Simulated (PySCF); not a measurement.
Effect of structural changes

Computed, not measured: TDDFT CAM-B3LYP/aug-cc-pVDZ excited states, vertical, gas phase in PySCF. Geometry: PBE0-D3(BJ)/def2-SVP.

Each molecule in one low-energy conformer. The parent is c1cnc2nsnc2n1.

(1) How does the largest two-photon cross section among the few lowest singlets (linear parallel light, single beam, Lorentzian half width 0.1 eV, states within 0.08 eV summed) change along this series?
- c1cnc2nsnc2n1 (base)
- Fc1cnc2nsnc2n1 (H replaced by F)
- CSc1cnc2nsnc2n1 (H replaced by SCH3)
- [SiH3]c1cnc2nsnc2n1 (H replaced by SiH3)

## Answers

(1) 
```
           molecule  S1 (eV)  f(S1)  largest σ (GM)  at photon λ (nm)
      c1cnc2nsnc2n1     3.23  0.001             0.2               556
     Fc1cnc2nsnc2n1     3.62  0.001             0.1               561
    CSc1cnc2nsnc2n1     3.46  0.001            22.6               458
[SiH3]c1cnc2nsnc2n1     3.04  0.002             0.2               451
```
The largest two-photon cross section among the few lowest singlets (linear parallel light, single beam, Lorentzian half width 0.1 eV, states within 0.08 eV summed) is lowest for Fc1cnc2nsnc2n1 and highest for CSc1cnc2nsnc2n1.
